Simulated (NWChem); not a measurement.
Species: CH₆BN; SMILES CBN

```xyz
9

B     -0.5249     0.0860     0.0000
H     -1.7369     0.1783     0.0000
C      0.1729    -1.3249     0.0000
H     -0.1516    -1.9085    -0.8785
H     -0.1516    -1.9085     0.8785
H      1.2743    -1.2905     0.0000
N      0.1976     1.2780     0.0000
H     -0.2403     2.1894     0.0000
H      1.2096     1.3134     0.0000
```
Atoms are numbered in this order, from 1.

Computed with NWChem. Pople sets run with spherical d functions. Geometry: optimised at PBE0/def2-SVP. B3LYP is NWChem's, with the RPA form of VWN correlation. Ions are spin-unrestricted doublets at the neutral geometry; other ion states weren't tried.

```json
[
 {"level": "B3LYP/6-31+G*", "vertical ionisation energy, ΔSCF (eV)": "10.76", "−ε(HOMO) (eV)": "8.01", "ΔSCF minus −ε(HOMO) (eV)": "2.75"},
 {"level": "BHandHLYP/6-31+G*", "vertical ionisation energy, ΔSCF (eV)": "10.54", "−ε(HOMO) (eV)": "9.55", "ΔSCF minus −ε(HOMO) (eV)": "0.99"},
 {"level": "CAM-B3LYP/6-31+G*", "vertical ionisation energy, ΔSCF (eV)": "10.83", "−ε(HOMO) (eV)": "9.71", "ΔSCF minus −ε(HOMO) (eV)": "1.12"}
]
```
